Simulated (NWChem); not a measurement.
Species: CdBrCl; SMILES [Cd]([Cl])[Br]

Results from NWChem. Geometry: optimised at PBE0/def2-SVP. def2 effective core potentials on Cd; no spin-orbit coupling.

**Question.** Taking Hartree-Fock/def2-QZVP as the yardstick, which of these has the fewest basis functions while keeping “highest occupied level (eV)” within 0.05 eV of it: Hartree-Fock/def2-TZVPP; Hartree-Fock/def2-SVP; Hartree-Fock/def2-SVPD; Hartree-Fock/def2-TZVP?

**Answer.** Hartree-Fock/def2-SVPD.
```csv
level,basis functions,highest occupied level (eV),relative time (rough)
Hartree-Fock/def2-SVP,81,-11.24,1
Hartree-Fock/def2-SVPD,102,-11.43,1
Hartree-Fock/def2-TZVP,125,-11.39,3
Hartree-Fock/def2-TZVPP,146,-11.38,5
Hartree-Fock/def2-QZVP,217,-11.39,6
```

The yardstick is one finite set, not the basis-set limit.
